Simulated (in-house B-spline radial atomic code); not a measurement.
**Cd III (Cd2+): [Kr] 4d10**

Level of theory: Dirac-Kohn-Sham wB97X, spherical fractional occupations, exact exchange averaged over the configuration, Fermi nucleus of rms radius 4.6087 fm; calculated with a radial B-spline atomic code at the basis-set limit.

Z_r = [3n² - l(l+1)]/(2<r>); Z_e = n√(-2ε); the last column is Slater's effective charge. Values are occupation-weighted means over j. An effective charge above Z reflects the relativistic contraction of the inner shells.

| shell | electrons | ε (eV) | <r> (bohr) | Z_r | Z_e | Slater |
| --- | --- | --- | --- | --- | --- | --- |
| 1s | 2 | -26589 | 0.03039 | 49.35 | 44.21 | 47.70 |
| 2s | 2 | -3979.9 | 0.1312 | 45.72 | 34.21 | 43.85 |
| 2p | 6 | -3576.1 | 0.1147 | 43.60 | 32.42 | 43.85 |
| 3s | 2 | -766.19 | 0.3577 | 37.74 | 22.51 | 36.75 |
| 3p | 6 | -632.62 | 0.3564 | 35.07 | 20.46 | 36.75 |
| 3d | 10 | -421.81 | 0.3345 | 31.39 | 16.70 | 26.85 |
| 4s | 2 | -132.19 | 0.8814 | 27.23 | 12.47 | 20.25 |
| 4p | 6 | -92.569 | 0.962 | 23.91 | 10.43 | 20.25 |
| 4d | 10 | -35.053 | 1.246 | 16.86 | 6.42 | 8.85 |

The least bound orbital is 4d5/2 at -34.76 eV, and it is also the most diffuse (<r> = 1.253 bohr).

Spin-orbit splittings of the orbital energies (j = l + 1/2 above j = l - 1/2 when positive): 2p 192.6 eV, 3p 34.58 eV, 3d 7.014 eV, 4p 5.855 eV, 4d 0.7309 eV.

For the 1s electron the small component carries 3.1 % of the norm, the zero-frequency Breit interaction raises the level by 59.41 eV, self-energy by 33.38 eV, and vacuum polarisation lowers it by 4.257 eV.
